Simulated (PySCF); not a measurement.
## Ionisation energy of Hf⁶²⁺ by level of theory

Hf⁶²⁺ [Ne] (1S) → Hf⁶³⁺ [He] 2s2 2p5 (2P), as a difference of total energies. Computed with PySCF 2.14 in an uncontracted even-tempered set (19 s from 40 bohr⁻², ratio 2.2; 13 p from 52 bohr⁻², ratio 2.2; 5 d from 210 bohr⁻², ratio 2.4; 5 f from 310 bohr⁻², ratio 2.4; 4 g from 470 bohr⁻², ratio 2.4), with scalar relativity by spin-free X2C-1e. Correlated levels: nothing frozen; virtual orbitals above 40 to 60 times the deepest correlated orbital energy dropped. The calculations carry no spin-orbit coupling.

```json
{"method": "UHF", "ionisation energy (eV)": "15074.0"}
{"method": "LDA", "ionisation energy (eV)": "15067.5"}
{"method": "PBE", "ionisation energy (eV)": "15069.1"}
{"method": "PBE0", "ionisation energy (eV)": "15070.9"}
{"method": "r2SCAN", "ionisation energy (eV)": "15075.3"}
{"method": "BLYP", "ionisation energy (eV)": "15070.4"}
{"method": "PW91", "ionisation energy (eV)": "15070.9"}
{"method": "MP2 (all electrons)", "ionisation energy (eV)": "15075.9"}
{"method": "SCS-MP2 (all electrons)", "ionisation energy (eV)": "15075.7"}
```

A first-order spin-orbit estimate (lowest level to lowest level, LS coupling) adds -380.4 eV.

For this ion Breit and QED terms and the two-electron picture change, all absent here, outweigh the differences among the correlated methods.

For comparison: 14678 ± 15 eV (theoretical estimate listed by NIST; NIST Atomic Spectra Database, ionization energies).
